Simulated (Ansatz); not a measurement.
Basis sets compared for CuCl2. Charge 0, multiplicity 2. Geometry r2SCAN-D4/def2-TZVP. Ansatz on 4 threads of Arm Neoverse V1 on a shared host; times are rough, and most runs start from earlier orbitals.

```xyz
3

Cu    0.0000    0.0000    0.0000
Cl   -0.9018   -1.3495    1.2661
Cl    0.9018    1.3495   -1.2661
```

The 6-31G sets use Cartesian d functions. At PBE-D4/def2-TZVP, PBE-D4/def2-TZVPD the gap within one spin of the charge 0 doublet nearly closes, so an electron or hole may be smeared out by delocalisation error. No other spin state of charge 0 was run.

Binding counts from free atoms (Cu doublet, Cl doublet) in the same basis, without a counterpoise term.

| level | functions | energy (Eh) | HOMO (eV) | LUMO (eV) | binding per atom (eV) | wall time |
| --- | --- | --- | --- | --- | --- | --- |
| HF/6-31G | 55 | -2557.7092 | -12.42 | -0.21 | 2.33 | 0.65 s |
| HF/def2-TZVP | 119 | -2558.0742 | -12.29 | 0.12 | 1.79 | 3.1 s |
| PBE-D4/def2-TZVP (with forces) | 119 | -2560.4057 | -7.07 | -7.07 | 2.22 | 18 s |
| r2SCAN-D4/def2-TZVP | 119 | -2560.9497 | -7.44 | -7.10 | 2.25 | 21 s |
| PBE0-D4/def2-SVP | 67 | -2559.9031 | -8.58 | -6.05 | 2.15 | 8 s |
| PBE0-D4/def2-TZVP | 119 | -2560.4647 | -8.85 | -6.18 | 2.05 | 24 s |

**Question.** Estimate the rows for PBE-D4/def2-TZVPD, r2SCAN-D4/def2-TZVPD, PBE0-D4/def2-TZVPD.

**Answer.** 
```csv
level,functions,energy (Eh),HOMO (eV),LUMO (eV),binding per atom (eV),wall time
PBE-D4/def2-TZVPD,140,-2560.4093,-7.16,-7.15,2.23,12 s
r2SCAN-D4/def2-TZVPD,140,-2560.9523,-7.49,-7.15,2.26,25 s
PBE0-D4/def2-TZVPD,140,-2560.4676,-8.91,-6.23,2.06,19 s
```
